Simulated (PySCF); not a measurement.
## [Yb(NH3)2]3+ at several levels of theory

Computed with PySCF 2.14.0 (density fitting, no spin-orbit coupling) at the geometry relaxed with TPSS:

```xyz
9
[Yb(NH3)2]3+ (singlet in the valence; each metal's 4f electrons, 13 of them, lie in its core potential, out of spins and levels)
Yb   -0.1897    1.1129   -0.0001
N     0.0289   -0.1814    1.9153
H     0.9163   -0.0358    2.4576
H    -0.7102   -0.0204    2.6433
H     0.0049   -1.2214    1.7878
N     0.0371   -0.1781   -1.9168
H     0.9018   -0.7681   -1.9773
H    -0.7291   -0.8717   -2.0968
H     0.0672    0.3674   -2.8131
```

| level | basis | state | HOMO (eV) | gap (eV) | charge on Yb1 (e) | population of f-type functions on Yb1 (polarisation alone where 4f lies in the core) | dipole about the centre of mass (D) | largest force component (eV/Å) |
| --- | --- | --- | --- | --- | --- | --- | --- | --- |
| TPSS | Yb lcecp-1-SVP with ECP59, N def2-SVP, H def2-SVP | singlet | -24.88 | 5.72 | 2.02 | 0.02 | 4.07 | 0.01 |
| TPSS | Yb lcecp-1-TZVP with ECP59, N def2-TZVP, H def2-TZVP | singlet | -24.77 | 5.69 | 2.23 | 0.02 | 4.09 | 0.33 |

In the lcecp rows the 4f levels are missing from HOMO and gap, and the state counts the valence alone.

Charges are Mulliken's, which hang on the basis. The relaxation used the grid (50, 194), these runs (75, 302) or, all-electron (x2c bases, spin-free X2C Hamiltonian), (99, 590).

Task: Order these levels, in the first row's basis, by the HOMO–LUMO gap they give here, smallest first.
A. PBE0
B. wB97X
C. M06-L
D. PBE

Result: D (5.37 eV), C (6.43 eV), A (7.83 eV), B (12.77 eV).

Task: And their other results?

Result: 
```tsv
level	state	HOMO (eV)	gap (eV)	charge on Yb1 (e)	population of f-type functions on Yb1 (polarisation alone where 4f lies in the core)	dipole about the centre of mass (D)	largest force component (eV/Å)
PBE0	singlet	-26.27	7.83	2.07	0.02	3.93	0.27
M06-L	singlet	-25.04	6.43	2.14	0.02	3.78	0.34
wB97X	singlet	-28.70	12.77	2.10	0.02	3.65	0.30
PBE	singlet	-24.81	5.37	1.97	0.02	4.24	0.22
```

In the first row's basis the gap widens with exact exchange: 5.4 to 6.4 eV for PBE, TPSS, M06-L (none); 7.8 eV for PBE0 (a fixed share); 12.8 eV for wB97X (rising or full at long range).

No frequency check is given that shows the relaxed geometry to be a minimum. An lcecp potential fixes the number of 4f electrons, so in runs with it no electron can move into or out of that shell.
